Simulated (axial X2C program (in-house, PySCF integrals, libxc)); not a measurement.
**Potential curves of BiCl⁺, 2c**

Computed with an in-house all-electron X2C program for linear molecules (integrals from PySCF). Two-component (2c) means X2C with spin–orbit coupling and atomic mean-field two-electron Coulomb and Gaunt terms. Basis: Bi dyall-cv3z [12s14p10d6f1g], Cl dyall-av3z [9s8p3d2f] (cores contracted in-house); Gaussian nuclei, density fitting, unrestricted open shells. Masses: Bi 208.980 u, Cl 34.969 u.

State: Ω = 1/2 (⟨Sz⟩ = -0.43, ⟨Lz⟩ = 0.93 at PBE0). Energies in eV from the fragments at the same level (Bi+ + Cl). Fits are polynomials in 1 − R0/R over 0.85 to 1.23 times the lowest point R0.

```csv
R (Å),PBE0
2.1485,-1.6401
2.2193,-1.9232
2.2902,-2.0641
2.3610,-2.0981
2.4436,-2.0394
2.5263,-1.9068
2.6325,-1.6698
```

Occupations by symmetry block were frozen at the best pattern of an incomplete PBE0 search. Dissociation energies refer to the lowest single-determinant-based atoms at the same level and basis. Density functionals use the spin component along the axis (collinear). In 2c an atomic determinant is not the ground J level, so De misses part of the atomic spin–orbit lowering. This holds for PBE0. The functionals have no current-density term, which raises determinants with orbital currents, atoms included.

Q: What are Re, ωe and De at the PBE0 level?

A: At PBE0, 2c: Re = 2.352 Å, ωe ≈ 384 cm⁻¹, De = 2.10 eV to Bi+ + Cl; Be follows as 0.102 cm⁻¹.
